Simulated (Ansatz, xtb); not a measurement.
# Ligand exchange: SnH2Cl2 + GeH2Cl2 → SnH3Cl + GeHCl3

Gas-phase species: SnH2Cl2 `[Cl][SnH2][Cl]`, singlet; GeH2Cl2 (dichlorogermane) `[Cl][GeH2][Cl]`, singlet; SnH3Cl `[Cl][SnH3]`, singlet; GeHCl3 `[Cl][GeH]([Cl])[Cl]`, singlet. The partners trade Cl for H: Sn–Cl and Ge–H bonds give way to Sn–H and Ge–Cl.

Shapes, held fixed at every level: PBE0-D4/def2-TZVP. Programs: Ansatz 0.2.0, xtb 6.7.1. The zero-point and thermal change to 298 K, harmonic and unscaled (PBE0-D4/def2-TZVP), is -2.4 kJ/mol.

```
             level                    kind  ΔH(298 K) (kJ/mol)  less CCSD(T)/def2-TZVPP
          GFN2-xTB          semi-empirical               -12.1                    -25.3
       HF/def2-SVP            Hartree–Fock               +23.0                     +9.8
  SPW92/def2-TZVPP                     LDA               +11.6                     -1.6
wB97M-V/def2-TZVPP  range-separated hybrid               +15.8                     +2.6
 B2PLYP/def2-TZVPP           double hybrid               +17.9                     +4.7
  CCSD(T)/def2-SVP   coupled cluster or CI               +14.5                     +1.3
     CCSD/def2-SVP   coupled cluster or CI               +15.7                     +2.5
CCSD(T)/def2-TZVPP   coupled cluster or CI               +13.2                      0.0
```

The highest level, CCSD(T)/def2-TZVPP, gives ΔH(298 K) = +13.2 kJ/mol; the levels span -12.1 to +23.0. They disagree on the sign: 7 of 8 are positive. The column of differences is taken from that level and isn't an error. No measured value is set beside it here. For atoms past krypton def2 sets carry core potentials with scalar relativity. Relativity is left out for Ge. Outer-core shells of Ge, Sn are correlated, in sets that cover them unevenly.
